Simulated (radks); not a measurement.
Results of a calculation; reference values are marked as such.
Task: Neutral argon, [Ar]. Level of theory: non-relativistic Kohn-Sham, LDA (Slater exchange, Perdew-Wang correlation), spin-polarised, spherical densities, point nucleus (a radial shooting solver on a logarithmic mesh with Libxc functionals). Every spin shell is full or empty, so the densities are truly spherical. Functionals are evaluated on that one density, not self-consistently. Rank these orbital-free kinetic functionals by their error against the exact value of the orbitals, and give that value: Thomas-Fermi, TF + vW/9, TF + vW/5, APBEK, revAPBEK, Perdew 92, Thakkar, Pearson, PG1, DePristo-Kress, Ernzerhof.

Result: Exact: 524.967 hartree. From best to worst, with 100 (|E| - |E exact|)/|E exact| (equal figures are ties): Ernzerhof -0.03, DePristo-Kress +0.06, Thakkar -0.12, APBEK +0.26, Perdew 92 -0.57, TF + vW/9 -0.59, revAPBEK +0.59, Pearson -1.43, TF + vW/5 +4.60, Thomas-Fermi -7.06, PG1 +23.35.
